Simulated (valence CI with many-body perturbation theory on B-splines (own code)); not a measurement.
# Sc¹⁶⁺: what the settings do

Calculated by relativistic CI+MBPT: three valence electrons over a frozen Dirac-Fock core [He], radial functions for each j: 6 s, 6 p, 5 d, 3 f, 1 g, with the one-electron correlation potential Σ1, the two-electron term Σ2, the three-electron term Σ3, Breit, model QED; selected CI, second order for the rest, scaled by the run's own slope (own B-spline code, finite nucleus).

No measured spectrum was set against this ion. As an estimate, levels of excited configurations hold to 0.05 to 0.15 % of their energy, terms of the ground configuration to about 0.5 %.

The reference run has the lowest level 2s2 2p 2P°_1/2 and an ionisation energy of 1093.53 eV. Its largest variational space holds 4103 state functions.

Names give the largest LS component (configuration and term), which can be under half, so a name can repeat, a term be missing and a line seem to break the LS rules; names also repeat where a configuration has a term twice.

Changed runs:
A. size limit of the variational space 10000 → 3000; second order for the rest on → off
B. QED terms on → off
C. lowest core n in screening and Σ2 1 → 2
D. box radius (bohr) 3.4334 → 0.62 (bad on purpose)

Excitation energies of the reference run in cm⁻¹, and shifts in cm⁻¹:

| Level | Reference | A | B |
| --- | --- | --- | --- |
| 2s2 2p 2P°_3/2 | 45643 | +0.2 | -109 |
| 2s 2p2 4P_1/2 | 287968 | -0.4 | +1559 |
| 2s 2p2 4P_3/2 | 306512 | -0.2 | +1504 |
| 2s 2p2 4P_5/2 | 329074 | -0.3 | +1449 |
| 2s 2p2 2D_3/2 | 516941 | +1.3 | +1503 |
| 2s 2p2 2D_5/2 | 520907 | +1.1 | +1479 |
| 2s 2p2 2S_1/2 | 633002 | +1.1 | +1577 |
| 2s 2p2 2P_1/2 | 682832 | +1.6 | +1483 |
| 2s 2p2 2P_3/2 | 695496 | +3.9 | +1494 |
| 2p3 4S°_3/2 | 896834 | +0.2 | +3144 |
| 2p3 2D°_3/2 | 1008370 | +2.1 | +3154 |
| 2p3 2D°_5/2 | 1015530 | +1.9 | +3122 |
| Ionisation energy (eV) | 1093.53 | -7e-05 | -0.022 |

Run C: It gave no result: the setting left no core shell for the response of the core. The program said: "need at least one array to concatenate".

Run D: It gave no result. The program said: "need at least one array to concatenate".
